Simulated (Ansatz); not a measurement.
A run for Ansatz (a program for electronic structure): R-r2SCAN/def2-TZVPP on hydrogen selenide (SMILES [SeH2]), atoms moved off the minimum.

Ansatz 0.2 input:
```yaml
crystal:
  periodic: [false, false, false]
  atoms:
    - {symbol: Se, position_ang: [-0.07621206, 0.01000257, 0.03615875]}
    - {symbol: H, position_ang: [-1.13255297, -0.95468004, 0.08145153]}
    - {symbol: H, position_ang: [1.09313114, -1.00929474, -0.03993769]}
basis:
  gaussian:
    orbitals: def2-TZVPP
hamiltonian:
  xc: {name: r2SCAN}
scf: {lower_state_search: off}
output: {forces: true}
```

Question: What total energy does the run end on?

Answer: -2402.7320 hartree.
